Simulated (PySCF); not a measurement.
Compound: C₆H₁₁O₂ (doublet state).
Structure used (GFN2-xTB), in Å, numbered top down from 1:
```xyz
19
C6H11O2 angstrom
C     -1.7526    0.7406   -1.6746
C     -1.6388    0.8183   -0.2096
C     -0.6390   -0.2077    0.3373
C     -0.3195   -0.1370    1.8359
O      1.0595    0.1210    1.5719
C      0.8493    0.1188    0.1488
C      1.7093   -0.9270   -0.5531
O      3.0700   -0.5904   -0.4997
H     -1.5994    1.5997   -2.2948
H     -1.9575   -0.2022   -2.1436
H     -2.6067    0.5924    0.2637
H     -1.3433    1.8212    0.1033
H     -0.9023   -1.2078   -0.0099
H     -0.4596   -1.0604    2.4044
H     -0.7869    0.6959    2.3699
H      1.0560    1.1088   -0.2748
H      1.4381   -0.9802   -1.6103
H      1.5340   -1.9084   -0.0864
H      3.2795   -0.3862    0.4203
```

The hyperfine couplings belong to this conformer and change with its torsions.

As a line formula: `[CH2]C[C@@H]1CO[C@H]1CO` [radical].

Computed, not measured: UKS B3LYP, pcH-1 on C H O, non-relativistic, mean-field spin-orbit, GIAO (PySCF). Isolated species at its GFN2-xTB geometry (one conformer only). GFN2-xTB frequencies show an imaginary mode (34i cm⁻¹), so this geometry is no minimum at that level. The geometry wasn't refined by DFT: couplings that depend on bond lengths, twists or pyramidal angles can differ widely from those at the functional's own minimum. The SCF solution wasn't tested for stability.

Problem. Where do the isotropic ENDOR lines of H11, H9/H10, H12, H13, H14 and H17 fall at 337.2 mT, to first order?

Solution. For S = 1/2 in fast tumbling each set of equivalent nuclei gives two lines, ν± = |νn ± a/2| to first order, with νn = g_N μN B/h and μN/h = 7.62259 MHz/T.

| nuclei | isotope | g_N | νn (MHz) | a_iso (MHz) | lower line (MHz) | upper line (MHz) |
| --- | --- | --- | --- | --- | --- | --- |
| H11 | 1H | 5.5857 | 14.36 | 131.02 | 51.15 | 79.87 |
| H9/H10 | 1H | 5.5857 | 14.36 | -63.96 | 17.62 | 46.34 |
| H12 | 1H | 5.5857 | 14.36 | 5.44 | 11.64 | 17.08 |
| H13 | 1H | 5.5857 | 14.36 | -1.75 | 13.48 | 15.23 |
| H14 | 1H | 5.5857 | 14.36 | 1.46 | 13.63 | 15.09 |
| H17 | 1H | 5.5857 | 14.36 | 0.95 | 13.88 | 14.83 |

Problem. Which pairs are centred on the nuclear Larmor frequency, and which on half the coupling?

Solution. Centred on νn, since |a| < 2νn: H12, H13, H14 and H17. Centred on |a|/2 and split by 2νn: H11 and H9/H10.

Means are taken over nuclei equivalent by connectivity, which assumes that they swap fast.

The Mulliken spin populations are largest on C1 (+1.08) and C2 (-0.09). C1 is the only atom above +0.15. The positive populations add up to 1.18 and the negative ones to -0.18, together 2S = 1. The angles at C1 add up to 360.0°, so it is planar; its axial dipolar tensor and the negative couplings of its protons fit spin in a p orbital normal to that plane.
